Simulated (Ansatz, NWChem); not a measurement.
**NWChem → Ansatz**

This NWChem 7.3.0 job computes GeHBrO (SMILES [OH][Ge][Br]):

brgeho.nw:
```
start brgeho
title "BrGeHO"
memory stack 880 mb heap 220 mb global 1100 mb
charge 0

geometry units angstroms noautosym nocenter noautoz
 O       -0.884800       0.569300      -0.516300
 Ge      -0.674200      -0.628600       0.771400
 Br       1.688500      -0.856600       0.675300
 H       -0.074000       0.855700      -0.950600
end

basis spherical bse
 * library 6-31G*
end

dft
 xc b3lyp
 grid xfine
 convergence energy 1e-08
 iterations 100
 mulliken
end

task dft gradient
```

```bash
$ nwchem brgeho.nw > brgeho.out
```

The coordinates come from a PBE0-D4/def2-TZVP relaxation.

It gives a total energy of -4726.530794 Eh.

Task: How is this level of theory, on these atoms, set up in Ansatz 0.2.0 as an input file of the program's own?

Result: For example:

input.yaml:
```yaml
crystal:
  periodic: [false, false, false]
  atoms:
    - {symbol: O, position_ang: [-0.884800, 0.569300, -0.516300]}
    - {symbol: Ge, position_ang: [-0.674200, -0.628600, 0.771400]}
    - {symbol: Br, position_ang: [1.688500, -0.856600, 0.675300]}
    - {symbol: H, position_ang: [-0.074000, 0.855700, -0.950600]}
basis:
  gaussian:
    orbitals: 6-31G_st_-spherical.json
output: {forces: true, orbitals: {seedname: orbitals}}
accuracy: high
hamiltonian:
  xc: {name: B3LYP}
```

```bash
$ ansatz run input.yaml --threads 1 --pin off --max-ram 2610MiB --events-out events.jsonl --progress --plain --runs-dir runs
```

(Basis files named in the input come from the Basis Set Exchange and aren't shown.)

Its energy is -4726.530794 Eh, the same as the first but for the last digit, at most.
